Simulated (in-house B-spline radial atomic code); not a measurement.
Configurations of Yb IV (Yb3+), with energies counted from [Xe] (4f5/2)6 (4f7/2)7. Level of theory: Dirac-Hartree-Fock, average of each configuration as written, Fermi nucleus of rms radius 5.3108 fm; calculated with a radial B-spline atomic code at the basis-set limit. Energies include first-order Breit, QED and recoil terms.

Occupations are held fixed; configurations that lie above the ionisation limit could autoionise.

```tsv
configuration	E - E(ref) (eV)	highest orbital	its <r> (bohr)
[Xe] (4f5/2)5 (4f7/2)7 (7p3/2)1	29.92	7p3/2	6.269
[Kr] 4d10 4f14 5s2 (5p1/2)1 (5p3/2)4	30.915	4f7/2	0.7442
[Xe] (4f5/2)4 (4f7/2)8 (6f7/2)1	34.624	6f7/2	7.756
[Xe] (4f5/2)4 (4f7/2)8 (9g7/2)1	40.725	9g7/2	27.82
[Kr] (4d3/2)3 (4d5/2)6 (4f5/2)6 (4f7/2)7 5s2 5p6 (5d5/2)1	205.71	5d5/2	1.989
[Kr] (4d3/2)4 (4d5/2)5 (4f5/2)5 (4f7/2)8 5s2 5p6 9s1	222.95	9s1/2	12.6
[Kr] (4d3/2)3 (4d5/2)6 (4f5/2)6 (4f7/2)7 5s2 5p6 (8f5/2)1	232.9	8f5/2	16.7
```

(1) Order these further configurations by energy, lowest first.
A. [Xe] (4f5/2)6 (4f7/2)6 (5d3/2)1
B. [Xe] (4f5/2)5 (4f7/2)7 (6p3/2)1
C. [Kr] 4d10 (4f5/2)6 (4f7/2)7 5s2 (5p1/2)1 (5p3/2)4 (8d5/2)1
D. [Xe] (4f5/2)5 (4f7/2)8
E. [Kr] (4d3/2)3 (4d5/2)6 (4f5/2)5 (4f7/2)8 5s2 5p6 (9p3/2)1

(2) How far above the reference does [Xe] (4f5/2)4 (4f7/2)8 (5g7/2)1 lie?

(3) How far above the reference does [Kr] (4d3/2)4 (4d5/2)5 (4f5/2)5 (4f7/2)8 5s2 5p6 (8d3/2)1 lie?

Answers

(1) D (1.2437 eV), A (8.7808 eV), B (19.861 eV), C (61.301 eV), E (230.81 eV).

(2) 34.701 eV; its least bound orbital is 5g7/2 with <r> = 6.857 bohr.

(3) 222.98 eV; its least bound orbital is 8d3/2 with <r> = 11.96 bohr.
